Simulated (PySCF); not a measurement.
Mo(O)(NH)(F)(OH) (FH₂MoNO₂), SMILES [NH]=[Mo](=[O])([OH])[F], multiplicity 1.

Geometry optimised at B3LYP-D3(BJ)/def2-SVP. The spin state was assumed, not searched. The structure was generated by enumeration; whether it is a known compound was not checked. The def2 effective core potentials stand for the cores of Mo; spin–orbit coupling is left out. The values are those of a single conformer.

Two levels are set side by side: PBE/def2-TZVP (PySCF) and B3LYP/def2-TZVP (PySCF). Same geometry, gas phase. Differences are taken from unrounded values.

```
quantity                       PBE
---------------------------  -----
orbital gap (eV)              4.17
highest occupied level (eV)  -7.20
lowest empty level (eV)      -3.03
dipole moment (D)             2.97
mean polarisability (bohr³)   51.5
```

Q: These are the PBE values. What does B3LYP give? (Estimate from the structure and the level; the computed values follow.)

A: 
```tsv
quantity	B3LYP	PBE minus B3LYP
orbital gap (eV)	5.89	-1.72
highest occupied level (eV)	-8.46	1.26
lowest empty level (eV)	-2.56	-0.46
dipole moment (D)	3.14	-0.17
mean polarisability (bohr³)	50.0	1.5
```

PBE's occupied levels lie high since its potential decays too fast outside the molecule; exact exchange lowers them and widens the gap. Differences between two approximate levels are no errors against the true value.

Rough cost on one machine, each run with all the roots and properties that it gave: B3LYP against PBE within a factor of 2.
